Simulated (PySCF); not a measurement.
Stepwise substitution at one centre (Sn F-NH2). All species are isolated molecules in the gas phase. One relaxed conformer stands for each flexible species; it need not be the lowest. Strings in code marks are SMILES.

The LUMO from two functionals at the same geometries (CAM-B3LYP-D3(BJ)/def2-TZVP), both in PySCF: PBE-D3(BJ)/def2-TZVP and TPSSh-D3(BJ)/def2-TZVP. 

```json
[
 {"species": "0 of 4 F replaced by NH2", "PBE-D3(BJ)/def2-TZVP (eV)": "-4.61"},
 {"species": "2 of 4 F replaced by NH2 (`[F][Sn]([F])([NH2])[NH2]`)", "PBE-D3(BJ)/def2-TZVP (eV)": "-2.40"},
 {"species": "4 of 4 F replaced by NH2", "PBE-D3(BJ)/def2-TZVP (eV)": "-1.13"}
]
```

Task: What does TPSSh-D3(BJ)/def2-TZVP give for each?

Result: 
- 0 of 4 F replaced by NH2: -4.05
- 2 of 4 F replaced by NH2 (`[F][Sn]([F])([NH2])[NH2]`): -1.85
- 4 of 4 F replaced by NH2: -0.59
Over these rows, drawn at random from the members with no instability flagged (it was tested for open shells, ions and some series alone), PBE minus TPSSh-D3(BJ): mean -0.55 eV, from -0.55 eV to -0.54 eV.
